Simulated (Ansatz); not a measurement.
Abstraction of H: SiH3(GeH3) + GeH(GeH3)(OH) → GeH3(SiH2) + GeH2(GeH3)(OH)

Species: SiH3(GeH3), singlet; GeH(GeH3)(OH), doublet; GeH3(SiH2), doublet; GeH2(GeH3)(OH), singlet. A radical takes H: the energy is the difference in strength between the Si–H bond broken and the Ge–H bond made.

Shapes, held fixed at every level: PBE0-D4/def2-TZVP. Flexible molecules stand in one conformer, not always the lowest. Programs: Ansatz 0.2.0. The zero-point and thermal change to 298 K, harmonic and unscaled (PBE0-D4/def2-TZVP), is -1.3 kJ/mol.

Estimate ΔH(298 K) of this reaction.

The highest level, CCSD(T)/def2-TZVPP, gives ΔH(298 K) = +27.4 kJ/mol; the levels span +22.3 to +34.8. The column of differences is taken from that level and isn't an error. No measured value is set beside it here. Open shells run unrestricted. Relativity is left out for Ge. Outer-core shells of Ge are correlated, in sets that cover them unevenly.

```tsv
level	kind	ΔH(298 K) (kJ/mol)	less CCSD(T)/def2-TZVPP
MP2/def2-SVP	perturbation theory	+22.8	-4.6
HF/def2-SVP	Hartree–Fock	+22.3	-5.1
SPW92/def2-TZVPP	LDA	+34.8	+7.4
PBE0-D4/def2-TZVPP	global hybrid	+30.8	+3.4
r2SCAN0-D4/def2-TZVPP	global hybrid	+28.6	+1.2
CCSD/def2-SVP	coupled cluster or CI	+24.0	-3.4
CCSD/def2-TZVPP	coupled cluster or CI	+26.8	-0.6
CCSD(T)/def2-TZVPP	coupled cluster or CI	+27.4	0.0
```
